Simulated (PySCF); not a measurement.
**Polarisability and C₆ of Sb+ (antimony, charge +1)**

[Kr] 4d10 5s1 5p3, high-spin 5S determinant (an excited configuration). All numbers are calculated (PySCF 2.14, scalar relativity by spin-free X2C-1e, in aug-cc-pwCVTZ-DK3 with one added diffuse shell each of s, p, d, f type (11s10p8d5f1g, 125 functions)). Coupled (time-dependent) response in atomic units; α is the mean over directions.

```
method  mean α (bohr³)  C₆ (like pair)  S(−4)
  PBE0           24.10           197.5  147.2
```

S(−4) is the Cauchy moment in α(ω) = α(0) + S(−4) ω² + …

α(iu) at PBE0:

```json
{"u (hartree)": "0", "α(iu) (bohr³)": "24.10"}
{"u (hartree)": "0.0500", "α(iu) (bohr³)": "23.74"}
{"u (hartree)": "0.100", "α(iu) (bohr³)": "22.73"}
{"u (hartree)": "0.200", "α(iu) (bohr³)": "19.50"}
{"u (hartree)": "0.300", "α(iu) (bohr³)": "15.94"}
{"u (hartree)": "0.500", "α(iu) (bohr³)": "10.47"}
{"u (hartree)": "0.750", "α(iu) (bohr³)": "6.710"}
{"u (hartree)": "1.00", "α(iu) (bohr³)": "4.751"}
{"u (hartree)": "1.50", "α(iu) (bohr³)": "2.894"}
{"u (hartree)": "2.00", "α(iu) (bohr³)": "2.029"}
{"u (hartree)": "3.00", "α(iu) (bohr³)": "1.202"}
{"u (hartree)": "5.00", "α(iu) (bohr³)": "0.5744"}
```

A single London oscillator, α(iu) = α/(1 + u²/ω²), gives C₆ = (3/4) ω α². Matching the computed C₆ needs ω = 4 × 197.5 / (3 × 24.10²) = 0.453 hartree.

For an ion, C₆ is the dispersion term alone; charge-induced terms of lower order in 1/R come first.
